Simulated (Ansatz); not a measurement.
C₂H₆BN, SMILES `B/C=N/C`. The species carries charge 0 and has multiplicity 1. Geometry: relaxed with PBE0-D4/def2-TZVP.

```xyz
10

B     0.229    0.970    1.827
C     0.123    0.561    0.331
N    -0.139   -0.651    0.030
C    -0.231   -1.007   -1.356
H     0.476    2.101    2.130
H     0.060    0.139    2.665
H     0.269    1.296   -0.480
H    -1.218   -1.440   -1.541
H     0.493   -1.801   -1.562
H    -0.062   -0.167   -2.045
```

Q: What is the dipole moment at r2SCAN/def2-TZVPP? (An estimate is asked.)

A: Computed: 1.86 D, with components (0.04, 0.30, -1.84) D in this frame, pointing from negative to positive charge.

Q: And with PBE, B3LYP, ωB97M-V? (Estimate.)

A: Ansatz gave: PBE 1.89 D, B3LYP 1.82 D, ωB97M-V 1.78 D.

Q: Give the Mulliken charges with r2SCAN, ωB97M-V, PBE in def2-TZVPP. (An estimate is asked.)

A: Computed: 
```json
{"atom": "B1", "r2SCAN": "0.01", "ωB97M-V": "-0.15", "PBE": "-0.05"}
{"atom": "C2", "r2SCAN": "-0.03", "ωB97M-V": "-0.05", "PBE": "-0.05"}
{"atom": "N3", "r2SCAN": "-0.21", "ωB97M-V": "-0.18", "PBE": "-0.13"}
{"atom": "C4", "r2SCAN": "0.01", "ωB97M-V": "-0.20", "PBE": "-0.14"}
{"atom": "H5", "r2SCAN": "0.01", "ωB97M-V": "0.07", "PBE": "0.02"}
{"atom": "H6", "r2SCAN": "0.01", "ωB97M-V": "0.09", "PBE": "0.03"}
{"atom": "H7", "r2SCAN": "0.04", "ωB97M-V": "0.09", "PBE": "0.05"}
{"atom": "H8", "r2SCAN": "0.07", "ωB97M-V": "0.12", "PBE": "0.11"}
{"atom": "H9", "r2SCAN": "0.07", "ωB97M-V": "0.12", "PBE": "0.11"}
{"atom": "H10", "r2SCAN": "0.02", "ωB97M-V": "0.08", "PBE": "0.05"}
```

B3LYP here is the variant with VWN-RPA as its local correlation; programs differ in this.
